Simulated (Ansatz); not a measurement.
Two spin states of AlH-, each at its own minimum; 2S+1 = 2, 4 were tried, and our sources give no spin for the ground state.

```tsv
level	energy of the multiplicity-4 state above the multiplicity-2 state (eV)	minus CCSD(T)/def2-TZVPP
PBE/def2-TZVPP	1.192	-0.004
PBE0/def2-TZVPP	1.154	-0.042
wB97X-V/def2-TZVPP	1.464	0.268
CCSD/def2-TZVPP	1.181	-0.015
CCSD(T)/def2-TZVPP	1.196	0.000
```

 The comparison column counts from a level with limits of its own.

The rows run from 1.154 (PBE0/def2-TZVPP) to 1.464 eV (wB97X-V/def2-TZVPP). The 3 functionals in def2-TZVPP without D3 or D4 span 0.311, from PBE0 to wB97X-V.

Each state is the lowest solution found for its spin in def2 and cc sets.

Cores are frozen in the correlated methods.

Codes used: Ansatz (Gaussian basis) for Hartree–Fock, density functionals and correlated methods. Values without a source in brackets are computed.

Ansatz is a program for electronic structure.
